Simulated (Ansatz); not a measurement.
`CB[NH][AlH][CH3]` + `C[SeH]` → `[CH3][AlH][Se]C` + `CBN`  (ligand exchange at the Al–N bond)

Program: Ansatz. Geometries: PBE0-D4/def2-TZVP. ΔE: electronic, gas phase. CCSD(T)/CBS adds triple-zeta CCSD(T) − MP2 to the extrapolated MP2 energy (def2 sets, frozen cores). DFT in def2-TZVPP. B3LYP here is the variant with VWN-RPA as its local correlation; programs differ in this. HSE06 is defined as in plane-wave codes. For Se outer-core shells are correlated without core-valence functions, which leaves a few kJ/mol of doubt a bond. Scalar relativity is left out up to krypton. One conformer a species, not always the lowest.

```json
{"level": "PBE-D4", "ΔE (kJ/mol)": "-50.5", "difference from CCSD(T)/CBS": "-6.3"}
{"level": "revPBE-D4", "ΔE (kJ/mol)": "-48.4", "difference from CCSD(T)/CBS": "-4.2"}
{"level": "BLYP-D4", "ΔE (kJ/mol)": "-41.2", "difference from CCSD(T)/CBS": "3.0"}
{"level": "r2SCAN-D4", "ΔE (kJ/mol)": "-46.4", "difference from CCSD(T)/CBS": "-2.2"}
{"level": "B97M-V", "ΔE (kJ/mol)": "-37.6", "difference from CCSD(T)/CBS": "6.6"}
{"level": "PBE0-D4", "ΔE (kJ/mol)": "-50.0", "difference from CCSD(T)/CBS": "-5.8"}
{"level": "B3LYP-D4", "ΔE (kJ/mol)": "-41.9", "difference from CCSD(T)/CBS": "2.3"}
{"level": "r2SCANh-D4", "ΔE (kJ/mol)": "-46.6", "difference from CCSD(T)/CBS": "-2.4"}
{"level": "r2SCAN0-D4", "ΔE (kJ/mol)": "-46.8", "difference from CCSD(T)/CBS": "-2.6"}
{"level": "HSE06-D4", "ΔE (kJ/mol)": "-50.4", "difference from CCSD(T)/CBS": "-6.2"}
{"level": "BHLYP-D4", "ΔE (kJ/mol)": "-42.1", "difference from CCSD(T)/CBS": "2.1"}
{"level": "CAM-B3LYP-D4", "ΔE (kJ/mol)": "-38.2", "difference from CCSD(T)/CBS": "6.0"}
{"level": "ωB97X-V", "ΔE (kJ/mol)": "-41.0", "difference from CCSD(T)/CBS": "3.2"}
{"level": "ωB97M-V", "ΔE (kJ/mol)": "-41.3", "difference from CCSD(T)/CBS": "2.9"}
{"level": "PBE-QIDH", "ΔE (kJ/mol)": "-47.0", "difference from CCSD(T)/CBS": "-2.8"}
{"level": "PBE", "ΔE (kJ/mol)": "-50.2", "difference from CCSD(T)/CBS": "-6.0"}
{"level": "revPBE", "ΔE (kJ/mol)": "-50.6", "difference from CCSD(T)/CBS": "-6.4"}
{"level": "BLYP", "ΔE (kJ/mol)": "-41.0", "difference from CCSD(T)/CBS": "3.2"}
{"level": "r2SCAN", "ΔE (kJ/mol)": "-46.4", "difference from CCSD(T)/CBS": "-2.2"}
{"level": "PBE0", "ΔE (kJ/mol)": "-49.5", "difference from CCSD(T)/CBS": "-5.3"}
{"level": "B3LYP", "ΔE (kJ/mol)": "-41.2", "difference from CCSD(T)/CBS": "3.0"}
{"level": "r2SCANh", "ΔE (kJ/mol)": "-46.6", "difference from CCSD(T)/CBS": "-2.4"}
{"level": "r2SCAN0", "ΔE (kJ/mol)": "-46.8", "difference from CCSD(T)/CBS": "-2.6"}
{"level": "HSE06", "ΔE (kJ/mol)": "-49.9", "difference from CCSD(T)/CBS": "-5.7"}
{"level": "BHLYP", "ΔE (kJ/mol)": "-40.2", "difference from CCSD(T)/CBS": "4.0"}
{"level": "CAM-B3LYP", "ΔE (kJ/mol)": "-37.6", "difference from CCSD(T)/CBS": "6.6"}
{"level": "LC-ωPBE", "ΔE (kJ/mol)": "-43.8", "difference from CCSD(T)/CBS": "0.4"}
{"level": "RPA@PBE/def2-TZVPP", "ΔE (kJ/mol)": "-35.9", "difference from CCSD(T)/CBS": "8.3"}
{"level": "HF/def2-SVP", "ΔE (kJ/mol)": "-38.6", "difference from CCSD(T)/CBS": "5.6"}
{"level": "MP2/def2-SVP", "ΔE (kJ/mol)": "-41.6", "difference from CCSD(T)/CBS": "2.6"}
{"level": "CCSD/def2-SVP", "ΔE (kJ/mol)": "-39.0", "difference from CCSD(T)/CBS": "5.2"}
{"level": "CCSD(T)/def2-SVP", "ΔE (kJ/mol)": "-39.7", "difference from CCSD(T)/CBS": "4.5"}
{"level": "CCSD/def2-TZVPP", "ΔE (kJ/mol)": "-39.2", "difference from CCSD(T)/CBS": "5.0"}
{"level": "CCSD(T)/def2-TZVPP", "ΔE (kJ/mol)": "-40.3", "difference from CCSD(T)/CBS": "3.9"}
{"level": "HF/def2-QZVPP", "ΔE (kJ/mol)": "-37.9", "difference from CCSD(T)/CBS": "6.3"}
{"level": "MP2/def2-QZVPP", "ΔE (kJ/mol)": "-44.5", "difference from CCSD(T)/CBS": "-0.3"}
{"level": "SCS-MP2/def2-QZVPP", "ΔE (kJ/mol)": "-40.7", "difference from CCSD(T)/CBS": "3.5"}
{"level": "HF/CBS(def2)", "ΔE (kJ/mol)": "-37.7", "difference from CCSD(T)/CBS": "6.5"}
{"level": "MP2/CBS(def2)", "ΔE (kJ/mol)": "-46.7", "difference from CCSD(T)/CBS": "-2.5"}
{"level": "CCSD/CBS(def2)", "ΔE (kJ/mol)": "-43.1", "difference from CCSD(T)/CBS": "1.1"}
{"level": "CCSD(T)/CBS", "ΔE (kJ/mol)": "-44.2", "difference from CCSD(T)/CBS": "0"}
```

Largest T1 diagnostic among the species: 0.011.

Leaving LDA and LC-ωPBE aside and taking each functional with its dispersion term where it has one, the values spread over 12.9 kJ/mol, from PBE-D4 to B97M-V. At CCSD(T), def2-SVP lies +4.5 kJ/mol from the extrapolated value and def2-TZVPP +3.9 kJ/mol.
